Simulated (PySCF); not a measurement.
Polarisability and C₆ of Co³⁺ (cobalt, charge +3)

[Ar] 3d6, high-spin 5D determinant. Computed with PySCF 2.14 in aug-cc-pwCVTZ (10s9p7d4f3g, 127 functions), with no relativity, point nucleus. Coupled (time-dependent) response in atomic units; α is the mean over directions.

```json
{"method": "PBE0", "mean α (bohr³)": "1.758", "α xx, yy, zz": "1.827, 1.827, 1.619", "C₆ (like pair)": "4.233", "S(−4)": "1.030"}
```

S(−4) is the Cauchy moment in α(ω) = α(0) + S(−4) ω² + …

α(iu) at PBE0:

```csv
u (hartree),α(iu) (bohr³)
0,1.758
0.0500,1.755
0.100,1.748
0.200,1.718
0.300,1.674
0.500,1.556
0.750,1.394
1.00,1.242
1.50,0.9906
2.00,0.8020
3.00,0.5501
5.00,0.2996
```

For an ion, C₆ is the dispersion term alone; charge-induced terms of lower order in 1/R come first.

The components differ because the open shell of this determinant is not spherical; for a pure term their mean is the scalar polarisability.
